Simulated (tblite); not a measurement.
C4H3N2Si (doublet state).
SMILES with atom numbers: `[N:1]#[C:2][C:3]1=[CH:4][CH:5]=[N:6][SiH:7]1` (hydrogens: H8 on C4; H9 on C5; H10 on Si7)

Computed geometry: GFN2-xTB, gas phase. This method treats the open shell by occupation alone, without spin polarisation.

(1) Give the optimised bond lengths and angles.

Results:

(1) 
```tsv
bond	length (Å)	order
N1≡C2	1.152	triple
C2–C3	1.385	single
C3–C4	1.391	aromatic
C4–C5	1.411	aromatic
C5–N6	1.332	aromatic
N6–Si7	1.690	aromatic
C3–Si7	1.866	aromatic
C4–H8	1.077	single
C5–H9	1.079	single
Si7–H10	1.435	single
```

Orders are formal, as drawn. A selection of angles:
```tsv
angle	degrees
N1–C2–C3	178.3
C2–C3–C4	126.0
C2–C3–Si7	129.8
C4–C3–Si7	104.2
C3–C4–C5	113.2
C3–C4–H8	124.0
C5–C4–H8	122.8
C4–C5–N6	119.5
C4–C5–H9	122.6
N6–C5–H9	117.8
C5–N6–Si7	108.4
N6–Si7–H10	130.7
C3–Si7–N6	94.7
C3–Si7–H10	134.6
```

C5 (carbon bonded to C, N and H) is planar (angles 122.6°, 119.5° and 117.8°, sum 360.0°, 0.00 Å off the plane of its three neighbours). The 7 heavy atoms lie in one plane (0.000 Å rms). The C–C distances run from 1.385 Å (C2–C3, drawn single) to 1.411 Å (C4–C5, aromatic), a spread of 0.026 Å. The C–N distances run from 1.152 Å (N1≡C2, drawn triple) to 1.332 Å (C5–N6, aromatic), a spread of 0.180 Å. C4 (carbon bonded to 2 C and H) is planar (angles 124.0°, 122.8° and 113.2°, sum 360.0°, 0.00 Å off the plane of its three neighbours). N6 (nitrogen bonded to C and Si) is bent (angle 108.4°). Si7 (silicon bonded to C, N and H) is planar (angles 134.6°, 130.7° and 94.7°, sum 360.0°, 0.00 Å off the plane of its three neighbours).

Point group: Cs (every atom within 0.08 Å of its image). Its GFN2-xTB frequencies are all real (lowest 135 cm⁻¹).
